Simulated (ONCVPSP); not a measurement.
**Potentials for silicon compared**

Generated with ld1.x 7.5 (TM, RRKJ, ultrasoft, PAW), atompaw 4.2 or ONCVPSP 4.0.1. The cutoff is in Ry: for ld1.x and atompaw files where the sum of valence levels is converged to 10 mRy in a Bessel basis, for ONCV files where the hardest occupied wave has 1 mHa per electron of residual kinetic energy. The error is the largest all-electron minus pseudo excitation energy over each file’s own four to seven test configurations (ionisations up to +4, promotions, holes and added fractions of an electron), all of which were solved. The labels leave out finer settings (local radius, basis sizes, second energies), which also bear on the numbers. Spin-polarised tests are not counted. The rows are a selection from randomly drawn settings: files with unsolved tests, undetermined cutoffs or missed reference levels are left out.

A true bound ghost makes a file unfit for plane-wave use even where its test errors are small: the radial tests pick states by their node count and pass the ghost by.

| potential | cutoff (Ry) | largest error (meV) | bound ghosts |
| --- | --- | --- | --- |
| ONCV, revPBE, scalar-relativistic, rc 0.75/0.80/0.80 (spd), local smoothed, core correction yes, reference 2s2 2p6 3s2 3p1, qcut 20.4/14/12.3, projectors 2/3/3 | 230 | -202 | p, d |
| ONCV, PBE, scalar-relativistic, rc 1.70/1.95/1.85 (spd), local smoothed, core correction yes, reference 3s2 3p1, qcut 3.8/3.6/4.7, projectors 2/2/1 | 16 | +62 | none |

Problem. Fill in the row for Si: ONCV, PBE, scalar-relativistic, rc 1.05/0.90 (sp), local smoothed, core correction yes, reference 2s2 2p6 3s2 3p1, qcut 11.7/15.6, projectors 2/2.

Solution. cutoff 193 Ry, largest error -1.3 meV, bound ghosts: none.

Problem. Fill in the row for Si: ONCV, PBE, scalar-relativistic, rc 1.85/1.65 (sp), local p, core correction yes, reference 3s2, qcut 4.5/4.1, projectors 2/0.

Solution. cutoff 16 Ry, largest error +162 meV, bound ghosts: none.

Problem. Fill in the row for Si: ONCV, LDA (Perdew-Zunger), scalar-relativistic, rc 1.80/1.50/1.75 (spd), local smoothed, core correction yes, reference 3s2, qcut 3.7/5.4/6.3, projectors 1/2/1.

Solution. cutoff 21 Ry, largest error +63 meV, bound ghosts: p.
